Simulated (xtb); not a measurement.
xtb input (GFN2-xTB):

```bash
xtb mol.xyz --gfn 2 --sp --chrg -1 --uhf 0
```
mol.xyz:
```
8

Si     0.26425806    -0.15645899     0.31984687
Cl     1.22933227     1.33796932     1.43829372
Cl     1.49935078    -0.42902873    -1.34623474
O     -1.19676098     0.30373625    -0.05673706
Si    -2.60805731    -0.77671437    -0.46072102
H      0.39623919    -1.38670208     1.11269319
H     -2.62164370    -1.53886171     0.88599927
H     -1.77492968    -1.89188920    -1.13756087
```

Output:

```
           -------------------------------------------------
          |                Calculation Setup                |
           -------------------------------------------------

           -------------------------------------------------
          |                 G F N 2 - x T B                 |
           -------------------------------------------------

        Reference                      10.1021/acs.jctc.8b01176
      * Hamiltonian:
        H0-scaling (s, p, d)           1.850000    2.230000    2.230000
        zeta-weighting                 0.500000
      * Dispersion:
        s8                             2.700000
        a1                             0.520000
        a2                             5.000000
        s9                             5.000000
      * Repulsion:
        kExp                           1.500000    1.000000
        rExp                           1.000000
      * Coulomb:
        alpha                          2.000000
        third order                    shell-resolved
        anisotropic                    true
        a3                             3.000000
        a5                             4.000000
        cn-shift                       1.200000
        cn-exp                         4.000000
        max-rad                        5.000000

          ...................................................
          :                      SETUP                      :
          :.................................................:
          :  # basis functions                  47          :
          :  # atomic orbitals                  43          :
          :  # shells                           17          :
          :  # electrons                        32          :
          :  max. iterations                   250          :
          :  Hamiltonian                  GFN2-xTB          :
          :  restarted?                      false          :
          :  GBSA solvation                  false          :
          :  PC potential                    false          :
          :  electronic temp.          300.0000000     K    :
          :  accuracy                    1.0000000          :
          :  -> integral cutoff          0.2500000E+02      :
          :  -> integral neglect         0.1000000E-07      :
          :  -> SCF convergence          0.1000000E-05 Eh   :
          :  -> wf. convergence          0.1000000E-03 e    :
          :  Broyden damping             0.4000000          :
          :  net charge                         -1          :
          :  unpaired electrons                  0          :
          ...................................................

 iter      E             dE          RMSdq      gap      omega  full diag
   1    -18.3531179 -0.183531E+02  0.112E+01    3.32       0.0  T
   2    -18.5116648 -0.158547E+00  0.843E+00    1.89       1.0  T
   3    -18.5318261 -0.201613E-01  0.548E+00    3.03       1.0  T
   4    -18.5237389  0.808721E-02  0.288E+00    1.68       1.0  T
   5    -18.5436336 -0.198947E-01  0.124E+00    2.77       1.0  T
   6    -18.5496884 -0.605477E-02  0.418E-01    2.59       1.0  T
   7    -18.5499367 -0.248325E-03  0.160E-01    2.58       1.0  T
   8    -18.5499220  0.147074E-04  0.975E-02    2.59       1.0  T
   9    -18.5499462 -0.242012E-04  0.332E-02    2.55       1.1  T
  10    -18.5499501 -0.395351E-05  0.189E-02    2.56       1.9  T
  11    -18.5499513 -0.111904E-05  0.959E-03    2.56       3.7  T
  12    -18.5499509  0.351265E-06  0.111E-02    2.56       3.2  T
  13    -18.5499514 -0.461403E-06  0.520E-03    2.56       6.8  T
  14    -18.5499515 -0.128456E-06  0.198E-03    2.56      17.8  T
  15    -18.5499515 -0.437886E-08  0.142E-03    2.56      24.8  T
  16    -18.5499515 -0.589313E-08  0.896E-04    2.56      39.5  T
  17    -18.5499515 -0.414467E-08  0.337E-04    2.56     105.0  T

   *** convergence criteria satisfied after 17 iterations ***

         #    Occupation            Energy/Eh            Energy/eV
      -------------------------------------------------------------
         1        2.0000           -0.9249333             -25.1687
       ...           ...                  ...                  ...
        10        2.0000           -0.3011441              -8.1945
        11        2.0000           -0.2961428              -8.0585
        12        2.0000           -0.2934849              -7.9861
        13        2.0000           -0.2921699              -7.9503
        14        2.0000           -0.2889935              -7.8639
        15        2.0000           -0.2170941              -5.9074
        16        2.0000           -0.1292552              -3.5172 (HOMO)
        17                         -0.0351164              -0.9556 (LUMO)
        18                         -0.0202935              -0.5522
        19                         -0.0145319              -0.3954
        20                          0.0081584               0.2220
        21                          0.0342915               0.9331
       ...                                ...                  ...
        43                          1.0170419              27.6751
      -------------------------------------------------------------
                  HL-Gap            0.0941388 Eh            2.5616 eV
             Fermi-level           -0.0821858 Eh           -2.2364 eV

 SCC (total)                   0 d,  0 h,  0 min,  0.007 sec
 SCC setup                      ...        0 min,  0.000 sec (  1.263%)
 Dispersion                     ...        0 min,  0.000 sec (  0.575%)
 classical contributions        ...        0 min,  0.000 sec (  0.305%)
 integral evaluation            ...        0 min,  0.001 sec ( 13.551%)
 iterations                     ...        0 min,  0.005 sec ( 61.569%)
 molecular gradient             ...        0 min,  0.002 sec ( 21.842%)
 printout                       ...        0 min,  0.000 sec (  0.777%)

         :::::::::::::::::::::::::::::::::::::::::::::::::::::
         ::                     SUMMARY                     ::
         :::::::::::::::::::::::::::::::::::::::::::::::::::::
         :: total energy             -18.502199728458 Eh    ::
         :: gradient norm              0.048990928391 Eh/a0 ::
         :: HOMO-LUMO gap              2.561646950621 eV    ::
         ::.................................................::
         :: SCC energy               -18.549944216600 Eh    ::
         :: -> isotropic ES            0.156881920592 Eh    ::
         :: -> anisotropic ES         -0.023209127370 Eh    ::
         :: -> anisotropic XC         -0.022521891496 Eh    ::
         :: -> dispersion             -0.009796449178 Eh    ::
         :: repulsion energy           0.047744488143 Eh    ::
         :: add. restraining           0.000000000000 Eh    ::
         :: total charge              -1.000000000000 e     ::
         :::::::::::::::::::::::::::::::::::::::::::::::::::::

           -------------------------------------------------
          |                Property Printout                |
           -------------------------------------------------

    * Orbital Energies and Occupations

         #    Occupation            Energy/Eh            Energy/eV
      -------------------------------------------------------------
         1        2.0000           -0.9249333             -25.1687
       ...           ...                  ...                  ...
         4        2.0000           -0.4967138             -13.5163
         5        2.0000           -0.4305278             -11.7153
         6        2.0000           -0.3413312              -9.2881
         7        2.0000           -0.3406853              -9.2705
         8        2.0000           -0.3299037              -8.9771
         9        2.0000           -0.3047930              -8.2938
        10        2.0000           -0.3011441              -8.1945
        11        2.0000           -0.2961428              -8.0585
        12        2.0000           -0.2934849              -7.9861
        13        2.0000           -0.2921699              -7.9503
        14        2.0000           -0.2889935              -7.8639
        15        2.0000           -0.2170941              -5.9074
        16        2.0000           -0.1292552              -3.5172 (HOMO)
        17                         -0.0351164              -0.9556 (LUMO)
        18                         -0.0202935              -0.5522
        19                         -0.0145319              -0.3954
        20                          0.0081584               0.2220
        21                          0.0342915               0.9331
        22                          0.0977005               2.6586
        23                          0.1169072               3.1812
        24                          0.1271731               3.4606
        25                          0.1526589               4.1541
        26                          0.1638184               4.4577
        27                          0.1646196               4.4795
       ...                                ...                  ...
        43                          1.0170419              27.6751
      -------------------------------------------------------------
                  HL-Gap            0.0941388 Eh            2.5616 eV
             Fermi-level           -0.0821858 Eh           -2.2364 eV

     #   Z          covCN         q      C6AA      α(0)
     1  14 Si       3.438     0.620   100.741    19.601
     2  17 Cl       0.803    -0.409   112.383    16.217
     3  17 Cl       0.804    -0.357   110.580    16.086
     4   8 O        1.521    -0.496    22.911     6.456
     5  14 Si       2.663     0.231   187.432    30.065
     6   1 H        0.917    -0.076     4.783     3.421
     7   1 H        0.881    -0.251    15.690     6.201
     8   1 H        0.881    -0.262    16.973     6.449

 Mol. C6AA /au·bohr⁶  :       3504.456098
 Mol. C8AA /au·bohr⁸  :     151764.279637
 Mol. α(0) /au        :        104.496576

Wiberg/Mayer (AO) data.
largest (>0.10) Wiberg bond orders for each atom

 ---------------------------------------------------------------------------
     #   Z sym  total        # sym  WBO       # sym  WBO       # sym  WBO
 ---------------------------------------------------------------------------
     1  14 Si   4.187 --     4 O    1.605     3 Cl   0.895     6 H    0.864
                             2 Cl   0.819
     2  17 Cl   0.954 --     1 Si   0.819
     3  17 Cl   1.034 --     1 Si   0.895
     4   8 O    2.209 --     1 Si   1.605     5 Si   0.443
     5  14 Si   2.241 --     7 H    0.892     8 H    0.890     4 O    0.443
     6   1 H    0.994 --     1 Si   0.864
     7   1 H    0.937 --     5 Si   0.892
     8   1 H    0.931 --     5 Si   0.890
 ---------------------------------------------------------------------------

Topologies differ in total number of bonds
Writing topology from bond orders to xtbtopo.mol

molecular dipole:
                 x           y           z       tot (Debye)
 q only:        0.396       0.314       0.006
   full:        1.579       0.053       0.545       4.247
molecular quadrupole (traceless):
                xx          xy          yy          xz          yz          zz
 q only:       -3.175      -8.955       0.637       1.691      -5.557       2.538
  q+dip:      -17.009     -11.833       9.587      -3.133      -8.920       7.422
   full:      -16.362      -7.393       9.075      -3.726      -6.463       7.288

           -------------------------------------------------
          | TOTAL ENERGY              -18.502199728458 Eh   |
          | GRADIENT NORM               0.048990928391 Eh/α |
          | HOMO-LUMO GAP               2.561646950621 eV   |
           -------------------------------------------------

------------------------------------------------------------------------
Note: The following floating-point exceptions are signalling: IEEE_UNDERFLOW_FLAG IEEE_DENORMAL
normal termination of xtb
------------------------------------------------------------------------
 total:
 SCF:
```

It need not be the lowest isomer of its formula. Whether it binds its extra electron was not tested at this geometry.
